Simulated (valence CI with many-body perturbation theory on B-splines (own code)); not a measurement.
## Level structure of Mo+

Calculated by configuration interaction combined with many-body perturbation theory (CI+MBPT): five valence electrons over a frozen Dirac-Fock core [Kr], radial functions for each j: 7 s, 7 p, 8 d, 6 f, 4 g, 1 h, with the one-electron correlation potential Σ1, the two-electron term Σ2, the three-electron term Σ3, Breit, model QED; selected CI, second order for the rest, scaled by the run's own slope (own B-spline code, finite nucleus).

Set against measurement, 9 paired levels are off by 438 cm⁻¹ on average, the worst by 760. These come from a selection out of the NIST Handbook of Basic Atomic Spectroscopic Data. Levels without a partner in it may be off by more, other configurations by 1,000 to 4,000 cm⁻¹. Among the levels kept, up to 2700 cm⁻¹ of a level comes from second order outside the variational space, and about a tenth of that is noise between levels of different J, which matters for small intervals. Only levels of the ground parity were solved; by the run's estimate the other parity begins above the list, which can be wrong where configurations are misplaced.

Levels 1 to 36 of 36, with energies above the lowest level, 4d5 6S_5/2. "Leading %" is the weight of the configuration and term that name the level; weights of strongly mixed levels are sums over their largest components and can fall short, so below about 35 % the name and the second component can differ from the true leading terms, or belong to a minority configuration. In the jj column 3d3/2^4 stands for four electrons in 3d with j = 3/2. Lifetimes count E1, E2, E3, M1 and M2 decay at the calculated energies, and are blank where another channel may lead or the interval is too uncertain; long ones can be off by a factor of two.

```csv
No.,Configuration,Term,J,E (cm⁻¹),Leading %,Leading jj,Lifetime,Second component
1,4d5,6S,5/2,0.0,98,4d3/2^2 4d5/2^3 (42 %),,
2,4d4 5s,6D,1/2,11024,95,4d3/2^2 4d5/2^2 5s (42 %),8.83 s,
3,4d4 5s,6D,3/2,11323,96,4d3/2^3 4d5/2 5s (45 %),7.67 s,
4,4d4 5s,6D,5/2,11780,96,4d3/2^2 4d5/2^2 5s (62 %),6.22 s,
5,4d4 5s,6D,7/2,12196,96,4d3/2^2 4d5/2^2 5s (45 %),5.40 s,
6,4d4 5s,6D,9/2,12726,96,4d3/2 4d5/2^3 5s (42 %),4.43 s,
7,4d5,4G,5/2,15305,91,4d3/2^2 4d5/2^3 (36 %),324 s,
8,4d5,4G,7/2,15434,92,4d3/2^2 4d5/2^3 (37 %),8830 s,
9,4d5,4G,9/2,15524,93,4d3/2^2 4d5/2^3 (61 %),,
10,4d5,4G,11/2,15541,93,4d3/2^2 4d5/2^3 (47 %),,
11,4d5,4P,3/2,15920,42,4d3/2^3 4d5/2^2 (48 %),3.34 s,33 % 4d5 4D
12,4d5,4P,5/2,15986,45,4d3/2^4 4d5/2 (28 %),,33 % 4d5 4D
13,4d5,4P,1/2,16066,44,4d3/2^2 4d5/2^3 (44 %),,29 % 4d5 4D
14,4d5,4P,1/2,16847,35,4d3/2^2 4d5/2^3 (48 %),,34 % 4d5 4D
15,4d5,4D,7/2,17078,71,4d3/2^2 4d5/2^3 (42 %),,24 % 4d4 5s 4D
16,4d5,4P,3/2,17282,39,4d3/2 4d5/2^4 (36 %),3.38 s,32 % 4d5 4D
17,4d5,4P,5/2,17514,38,4d3/2 4d5/2^4 (22 %),2.34 s,35 % 4d5 4D
18,4d5,2D,5/2,22938,47,4d3/2^4 4d5/2 (30 %),1.64 s,26 % 4d5 2F
19,4d5,2I,11/2,22970,92,4d3/2^2 4d5/2^3 (46 %),,4 % 4d5 2H
20,4d5,2I,13/2,23223,96,4d3/2^2 4d5/2^3 (96 %),1160 s,
21,4d5,2D,3/2,23225,44,4d3/2^2 4d5/2^3 (38 %),3.97 s,31 % 4d5 4F
22,4d5,4F,9/2,23954,57,4d3/2^2 4d5/2^3 (31 %),3.33 s,24 % 4d4 5s 4F
23,4d5,4F,7/2,23977,61,4d3/2^3 4d5/2^2 (31 %),4.21 s,25 % 4d4 5s 4F
24,4d5,4F,5/2,24127,60,4d3/2^2 4d5/2^3 (49 %),,20 % 4d4 5s 4F
25,4d4 5s,4D,1/2,24196,63,4d3/2^2 4d5/2^3 (23 %),3.71 s,28 % 4d5 4D
26,4d5,2D,3/2,24304,36,4d3/2 4d5/2^4 (36 %),,30 % 4d5 4F
27,4d4 5s,4D,3/2,24493,66,4d3/2^2 4d5/2^2 5s (36 %),4.17 s,25 % 4d5 4D
28,4d4 5s,4D,5/2,24827,60,4d3/2^2 4d5/2^2 5s (38 %),,22 % 4d5 4D
29,4d5,2F,7/2,24894,76,4d3/2^2 4d5/2^3 (36 %),2.21 s,12 % 4d4 5s 2F
30,4d4 5s,4D,7/2,25101,70,4d3/2 4d5/2^3 5s (29 %),4.41 s,18 % 4d5 4D
31,4d5,2F,5/2,25270,44,4d3/2 4d5/2^4 (24 %),,26 % 4d5 2D
32,4d4 5s,4H,7/2,25488,88,4d3/2^2 4d5/2^2 5s (49 %),9.70 s,
33,4d4 5s,4H,9/2,25714,87,4d3/2^2 4d5/2^2 5s (56 %),10.1 s,
34,4d4 5s,4H,11/2,25986,93,4d3/2^2 4d5/2^2 5s (70 %),,
35,4d4 5s,4H,13/2,26320,95,4d3/2 4d5/2^3 5s (48 %),7.90 s,
36,4d5,2G,9/2,26360,46,4d3/2^2 4d5/2^3 (43 %),,24 % 4d5 2H
```

Names give the largest LS component (configuration and term), which can be under half, so a name can repeat, a term be missing and a line seem to break the LS rules; names also repeat where a configuration has a term twice.

Where two levels of one J and parity lie close, their mixing, g and order are uncertain.

The ionisation energy to 4d4 5D_0 of the next ion comes out as 15.754 eV (NIST: 16.16 ± 0.12 eV (semi-empirical), further off than twice its uncertainty). All 36 levels together are meant to be complete up to 26436 cm⁻¹.
